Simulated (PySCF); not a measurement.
Stepwise substitution at one centre (Al CH3-H). All species are isolated molecules in the gas phase. Strings in code marks are SMILES.

The S1 excitation (TDA) from two functionals at the same geometries (B3LYP-D3(BJ)/def2-TZVP), both in PySCF: PBE-D3(BJ)/def2-TZVP and TPSSh-D3(BJ)/def2-TZVP. Excitations are Tamm–Dancoff values on a coarser integration grid. The basis has no diffuse functions, so Rydberg states are missing or too high.

```
species                                             PBE-D3(BJ)/def2-TZVP (eV)  TPSSh-D3(BJ)/def2-TZVP (eV)
--------------------------------------------------  -------------------------  ---------------------------
0 of 3 CH3 replaced by H (`[CH3][Al]([CH3])[CH3]`)                       5.16                         5.57
1 of 3 CH3 replaced by H                                                 4.89                         5.31
2 of 3 CH3 replaced by H                                                 4.82                         5.25
```

Over these rows, drawn at random from the members with no instability flagged (it was tested for open shells, ions and some series alone), PBE minus TPSSh-D3(BJ): mean -0.42 eV, from -0.43 eV to -0.42 eV.
